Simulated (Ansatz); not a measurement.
Start from `[NH2][SbH][OH]` and change one element to get `[NH2][SbH][SH]`.

Ansatz, PBE0-D4/def2-TZVP geometries, multiplicity 1. Each molecule was computed in one conformer, which needn't be the lowest.

Elements past krypton have def2 core potentials.

```tsv
property	`[NH2][SbH][OH]`
ideal-gas entropy at 298 K and 1 bar (rigid rotor, harmonic PBE0-D4/def2-TZVP) / J/(mol·K)	314
size of the dipole moment (PBE/def2-TZVPP) / D	2.08
LUMO energy (PBE0/def2-TZVPP) / eV	-0.60
HOMO–LUMO gap (PBE/def2-TZVPP) / eV	4.56
zero-point energy (PBE0-D4/def2-TZVP) / kJ/mol	119.6
HOMO energy (B3LYP/def2-TZVPP) / eV	-6.95
```

**Question.** What does the change do to each property? (An estimate is asked.)

**Answer.** Computed: 
```tsv
property	`[NH2][SbH][SH]`	shift
ideal-gas entropy at 298 K and 1 bar (rigid rotor, harmonic PBE0-D4/def2-TZVP) / J/(mol·K)	329	15
size of the dipole moment (PBE/def2-TZVPP) / D	2.17	0.09
LUMO energy (PBE0/def2-TZVPP) / eV	-0.83	-0.23
HOMO–LUMO gap (PBE/def2-TZVPP) / eV	4.34	-0.22
zero-point energy (PBE0-D4/def2-TZVP) / kJ/mol	109.2	-10.4
HOMO energy (B3LYP/def2-TZVPP) / eV	-6.82	0.13
```

With PBE0 the HOMO rises by 0.09 eV and the LUMO falls by 0.23 eV, so the gap narrows by about 0.32 eV. PBE moves the HOMO by 0.01 eV and ωB97M-V by 0.17 eV. Dipoles are sizes alone; their direction can turn.

B3LYP here is the variant with VWN-RPA as its local correlation; programs differ in this.

Spin–orbit coupling is left out; it splits and shifts lone-pair levels of the heavy atoms by tenths of an eV.
